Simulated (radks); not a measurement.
Charge is removed step by step from the 5s down level of Re, starting from [Kr] 4d10 4f14 5s(up 1, down 1) 5p6 5d5 6s2. Method: scalar-relativistic Kohn-Sham, r2SCAN, spin-polarised, spherical densities, finite nucleus; open shells are filled with parallel spins first (spin-orbit coupling, left out, can overturn this in heavy ions); meta-GGA in the generalised Kohn-Sham scheme; Fermi nuclear charge, rms radius 5.3698 fm; computed with a radial shooting solver on a logarithmic mesh with Libxc functionals.

removed (e)	E - E(0) (eV)	eigenvalue (eV)	E minus straight line (eV)
0	0.000	-85.457	0.000
0.1	8.592	-86.550	-0.519
0.2	17.295	-87.664	-0.927
0.3	26.110	-88.798	-1.223
0.4	35.040	-89.952	-1.405
0.5	44.086	-91.122	-1.471
0.6	53.249	-92.309	-1.418
0.7	62.532	-93.511	-1.247
0.8	71.936	-94.729	-0.954
0.9	81.462	-95.961	-0.539
1	91.112	-97.207	0.000

Removing the whole electron costs 91.112 eV by Delta-SCF, against 85.457 eV from minus the eigenvalue at the starting occupation. Slater's transition state (half an electron removed) gives 91.122 eV. Integrating minus the eigenvalue over the occupation (Janak's theorem) gives 91.191 eV. In this scalar-relativistic scheme the density is built from large components alone, so the theorem holds only approximately. The mean slope of the eigenvalue, de/dn, is 11.7 eV per electron.
